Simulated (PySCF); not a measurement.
Al(H)2(Me)(py), C₆H₁₀AlN, singlet (GFN2-xTB optimised geometry):

```
18

Al    -2.083     0.041     0.000
H     -2.230    -0.821     1.311
H     -2.235    -0.819    -1.311
C     -2.599     1.976     0.000
H     -2.277     2.546     0.882
H     -3.693     2.058    -0.009
H     -2.262     2.549    -0.874
C      2.633    -0.479     0.008
C      1.715    -1.521    -0.004
C      0.369    -1.207    -0.007
N     -0.068     0.041     0.000
C      0.799     1.040     0.011
C      2.167     0.826     0.016
H      3.693    -0.684     0.011
H      2.039    -2.549    -0.010
H     -0.417    -1.953    -0.015
H      0.368     2.031     0.017
H      2.850     1.661     0.025
```

Level of theory: PySCF 2.14.0 with PBE0/def2-SVP.

**Question.** What are the frontier orbital energies and the dipole moment?

**Answer.** HOMO-2 -8.71 eV, HOMO-1 -6.99 eV, HOMO -6.88 eV, LUMO -1.94 eV, LUMO+1 -1.35 eV; dipole moment 6.66 D.

On the same geometry PBE/def2-SVP in PySCF gives HOMO-2 -7.34 eV, HOMO-1 -5.69 eV, HOMO -5.64 eV, LUMO -2.82 eV, LUMO+1 -2.28 eV; dipole moment 6.47 D.

Meta-Löwdin charges at PBE0/def2-SVP: Al1 0.40, H2 -0.20, H3 -0.20, C4 -0.61, H5 0.09, H6 0.11, H7 0.09, C8 -0.06, C9 -0.11, C10 0.05, N11 -0.15, C12 0.03, C13 -0.12, H14 0.13, H15 0.13, H16 0.14, H17 0.13, H18 0.13.
